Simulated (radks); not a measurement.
Problem. All-electron atom: Pm4+ in [Xe] 4f3. Calculated with a radial shooting solver on a logarithmic mesh with Libxc functionals: scalar-relativistic Kohn-Sham, SCAN, spin-polarised, spherical densities, finite nucleus; open shells are filled with parallel spins first (spin-orbit coupling, left out, can overturn this in heavy ions); meta-GGA in the generalised Kohn-Sham scheme; Fermi nuclear charge, rms radius 4.962 fm. Some entries of the table are withheld. Estimate them.

orbital,occ.,eigenvalue (hartree),<r> (bohr),<1/r> (bohr^-1)
1s up,1,-1658.817,0.02318,67.42
1s down,1,-1658.817,0.02318,67.42
2s up,1,-272.0895,0.09891,15.61
2s down,1,-272.0882,0.09891,15.61
2p up,3,-243.0320,0.08711,14.67
2p down,3,-243.0311,0.08711,14.67
3s up,1,-61.24828,0.2601,5.708
3s down,1,-61.19946,0.2600,5.712
3p up,3,-52.05609,0.2586,5.379
3p down,3,-52.00595,0.2584,5.383
3d up,5,-39.46950,0.2365,5.096
3d down,5,-39.42858,0.2362,5.100
4s up,1,-13.89502,0.5906,2.393
4s down,1,-13.77450,0.5907,2.391
4p up,3,-10.84770,(1),2.208
4p down,3,-10.72533,(2),2.207
4d up,5,-6.53305,0.6800,1.945
4d down,5,-6.40621,0.6809,1.943
5s up,1,-3.19631,1.368,0.9695
5s down,1,-3.14142,1.383,0.9561
5p up,3,-2.38661,1.539,0.8501
5p down,3,-2.34413,1.557,0.8378
4f up,3,-1.90292,0.8661,1.462

Solution. 
(1) 4p up <r> (bohr): 0.6241
(2) 4p down <r> (bohr): 0.6243
